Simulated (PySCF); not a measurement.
Ligands exchanged one at a time, Si Br-NH2. Isolated molecules, 0 K electronic values unless said otherwise. One relaxed conformer stands for each flexible species; it need not be the lowest. Strings in code marks are SMILES.

The T1 excitation (TDA) from two functionals at the same geometries (PBE0-D3(BJ)/def2-TZVP), both in PySCF: PBE-D3(BJ)/def2-TZVP and M06-2X/def2-TZVP. Excitations are Tamm–Dancoff values on a coarser integration grid. The basis has no diffuse functions, so Rydberg states are missing or too high.

```csv
species,M06-2X/def2-TZVP (eV)
1 of 4 Br replaced by NH2 (`N[Si](Br)(Br)Br`),6.09
2 of 4 Br replaced by NH2 (`N[Si](N)(Br)Br`),6.58
3 of 4 Br replaced by NH2 (`N[Si](N)(N)Br`),6.77
4 of 4 Br replaced by NH2,6.36
```

Task: What does PBE-D3(BJ)/def2-TZVP give for each?

Result: 
- 1 of 4 Br replaced by NH2 (`N[Si](Br)(Br)Br`): 4.96
- 2 of 4 Br replaced by NH2 (`N[Si](N)(Br)Br`): 5.58
- 3 of 4 Br replaced by NH2 (`N[Si](N)(N)Br`): 5.78
- 4 of 4 Br replaced by NH2: 5.18
Over these rows, drawn at random from the members with no instability flagged (it was tested for open shells, ions and some series alone), PBE minus M06-2X: mean -1.08 eV, from -1.19 eV to -0.98 eV.
